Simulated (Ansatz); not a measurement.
GeH(OAc)3 (C₆H₁₀GeO₆). Charge 0, multiplicity 1. Geometry PBE-D4/def2-SVP; atoms count from 1.

```xyz
23

Ge   -0.155    0.564    0.283
H    -0.517    1.887    0.948
O     1.554   -0.106    0.529
C     2.430    0.846    0.170
C     3.870    0.443    0.343
O     2.041    1.932   -0.251
H     4.534    1.246   -0.018
H     4.066   -0.498   -0.208
H     4.069    0.237    1.414
O    -0.258    0.451   -1.563
C    -1.490    0.832   -1.935
C    -1.709    0.810   -3.424
O    -2.326    1.163   -1.098
H    -2.750    1.092   -3.658
H    -1.485   -0.199   -3.821
H    -1.005    1.513   -3.912
O    -1.135   -0.943    0.730
C    -1.104   -1.076    2.066
C    -1.885   -2.257    2.577
O    -0.484   -0.278    2.764
H    -1.768   -2.344    3.671
H    -1.537   -3.183    2.077
H    -2.955   -2.132    2.317
```

Single mean-field runs in def2-TZVP are fitted with def2-universal-jkfit.

Estimate the Mulliken populations from the PBE0/def2-TZVP orbitals of Ansatz.


```tsv
atom	charge (e)
Ge1	0.79
H2	0.09
O3	-0.35
C4	0.36
C5	-0.38
O6	-0.37
H7	0.15
H8	0.15
H9	0.15
O10	-0.35
C11	0.36
C12	-0.38
O13	-0.37
H14	0.15
H15	0.15
H16	0.15
O17	-0.35
C18	0.36
C19	-0.38
O20	-0.37
H21	0.15
H22	0.15
H23	0.15
```
Mulliken values depend strongly on the basis.

And the Mayer bond orders between heavy atoms (over 0.3)?

Ge1–O3 0.81 (1.85 Å); Ge1–O10 0.81 (1.85 Å); Ge1–O17 0.81 (1.85 Å); O3–C4 1.21 (1.34 Å); C4–C5 1.00 (1.51 Å); C4–O6 1.89 (1.23 Å); O10–C11 1.21 (1.34 Å); C11–C12 1.00 (1.51 Å); C11–O13 1.89 (1.23 Å); O17–C18 1.22 (1.34 Å); C18–C19 1.00 (1.50 Å); C18–O20 1.89 (1.23 Å).
